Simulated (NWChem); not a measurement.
# TiH3O3 cation; SMILES [OH][Ti+]([OH])[OH]

```xyz
7

Ti     0.0000     0.0000     0.2601
O     -0.3033    -1.6323    -0.1652
H     -0.1131    -2.4852    -0.5861
O     -1.2620     1.0788    -0.1652
H     -2.0957     1.3405    -0.5861
O      1.5653     0.5535    -0.1652
H      2.2087     1.1447    -0.5861
```
Atoms are numbered in this order, from 1.

All runs: NWChem. Coordinates come from a PBE0/def2-SVP optimisation. The spin multiplicity was typed, not searched, and may not be the lowest. Level M06-2X/def2-SVP: energy and gradient on several grids; changes count from the extra-fine grid, which is no exact limit either.

```
grid     size of the energy change (μHa)  largest change of a gradient component (μHa/bohr)
-------  -------------------------------  -------------------------------------------------
xcoarse                            30000                                               5000
coarse                              2000                                                400
medium                                50                                                200
fine                                  10                                                 50
xfine                               < 10                                               < 30
```
